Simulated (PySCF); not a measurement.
# Working out the ionisation energy of Ru¹⁴⁺

Ru¹⁴⁺ [Ar] 3d10 4s2 (1S) → Ru¹⁵⁺ [Ar] 3d10 4s1 (2S). Computed with PySCF 2.14 in an even-tempered Gaussian basis (20 s from 0.6 bohr⁻², ratio 2.5; 14 p from 0.78 bohr⁻², ratio 2.5; 9 d from 1.4 bohr⁻², ratio 2.5; 5 f from 4.4 bohr⁻², ratio 2.7; 4 g from 6.6 bohr⁻², ratio 2.7), with the spin-free X2C one-electron Hamiltonian (Gaussian nucleus). Frozen: [Ne]; the 39 highest virtual orbitals dropped. Energies in hartree (1 hartree = 27.21139 eV):

```
             part  Ru¹⁴⁺ (lower)  Ru¹⁵⁺ (upper)
              UHF   -4460.436679   -4447.640065
MP2 opposite-spin      -0.633663      -0.564772
    MP2 same-spin      -0.306061      -0.285368
```

What does Hartree-Fock give?

(-4447.640065) − (-4460.436679) = 12.796614 hartree = 348.214 eV.

What do MP2 and SCS-MP2 (6/5 opposite-spin, 1/3 same-spin) give?

The opposite-spin parts differ by 1.875 eV and the same-spin parts by 0.563 eV. MP2: 348.214 + (1.875) + (0.563) = 350.652 eV. SCS-MP2: 348.214 + 1.2 × (1.875) + (0.563)/3 = 350.652 eV.

Reference: 348 ± 3 eV (theoretical estimate listed by NIST; NIST Atomic Spectra Database, ionization energies).

What remains against the reference includes basis incompleteness, the frozen core and correlation beyond second order.
